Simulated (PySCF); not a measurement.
LDA on Ga- (gallium, charge -1), [Ar] 3d10 4s2 4p2, high-spin 3P determinant. Computed with PySCF 2.14 in aug-cc-pwCVDZ-PP with ECP10MDF (6s5p4d1f, 48 functions), with a scalar-relativistic core potential.

```
cycle= 1 E= -259.02173234256  delta_E= -0.00345  |g|= 0.35  |ddm|= 1.53
cycle= 2 E= -258.993675357109  delta_E= 0.0281  |g|= 0.541  |ddm|= 1.29
cycle= 3 E= -259.039049174307  delta_E= -0.0454  |g|= 0.0274  |ddm|= 1.01
cycle= 4 E= -259.040058928422  delta_E= -0.00101  |g|= 0.00332  |ddm|= 0.151
cycle= 5 E= -259.040085857442  delta_E= -2.69e-05  |g|= 8.4e-05  |ddm|= 0.0211
cycle= 6 E= -259.040085869517  delta_E= -1.21e-08  |g|= 2.03e-05  |ddm|= 0.000439
cycle= 7 E= -259.040085870333  delta_E= -8.16e-10  |g|= 1.93e-06  |ddm|= 0.000136
converged SCF energy = -259.040085870333  <S^2> = 2.0006758  2S+1 = 3.0004505
```

Highest occupied orbital energy: 1.283 eV; ⟨L²⟩ = 2.00; populations by l: s 4.00, p 8.00, d 10.00, f 0.00.

Problem. Can this result be used?

Solution. With care. Self-consistency was reached. Energies and moments cover only the electrons outside the core potential. At LDA the highest occupied level has a positive energy, so only the finite basis holds that electron; in a semilocal or global hybrid functional this comes from self-interaction and does not mean that the real anion is unbound.
